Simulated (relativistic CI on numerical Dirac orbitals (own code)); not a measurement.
## Slater and spin-orbit integrals, Se¹⁹⁺

These numbers are calculated, not measured: Dirac-Coulomb-Breit CI, KLI orbitals optimised for each configuration, a model potential for QED, unscaled Slater integrals (own radial code, finite nucleus).

Slater integrals F^k, G^k are unscaled and averaged over j, outside the closed core [Ne]; ζ comes from projecting the Hamiltonian with its Breit term on Σ l·s of the shell.

- 3s²3p³: F^2(3p,3p) = 205630, ζ(3p) = 46825 cm⁻¹; <r>(3p) = 0.4852, <r^2>(3p) = 0.2711 (bohr units).
- 3s3p⁴: F^2(3p,3p) = 205420, G^1(3s,3p) = 262550, ζ(3p) = 46781 cm⁻¹; <r>(3s) = 0.4952, <r^2>(3s) = 0.2787, <r>(3p) = 0.4857, <r^2>(3p) = 0.2717 (bohr units).
- 3s²3p²3d: F^2(3p,3p) = 205310, ζ(3p) = 46745, F^2(3p,3d) = 205420, G^1(3p,3d) = 225290, G^3(3p,3d) = 149040, ζ(3d) = 4956.4 cm⁻¹; <r>(3p) = 0.486, <r^2>(3p) = 0.272, <r>(3d) = 0.4405, <r^2>(3d) = 0.2252 (bohr units).

Averages of the first 10 configurations, taken without configuration mixing, which lowers the lowest level and can move excited configurations by several eV; other configurations of the list can lie among them:

| Configuration | Parity | States | Average energy above the lowest level (eV) |
| --- | --- | --- | --- |
| 3s²3p³ | odd | 20 | 16.4 |
| 3s3p⁴ | even | 30 | 82.1 |
| 3s²3p²3d | even | 150 | 104.5 |
| 3p⁵ | odd | 6 | 156.7 |
| 3s3p³3d | odd | 400 | 166.2 |
| 3p⁴3d | even | 150 | 236.9 |
| 3s3p²3d² | even | 1350 | 253.5 |
| 3s²3p3d4p | even | 360 | 488.7 |
| 3s²3p²4s | even | 30 | 376.1 |
| 3p⁴4s | even | 30 | 510.2 |
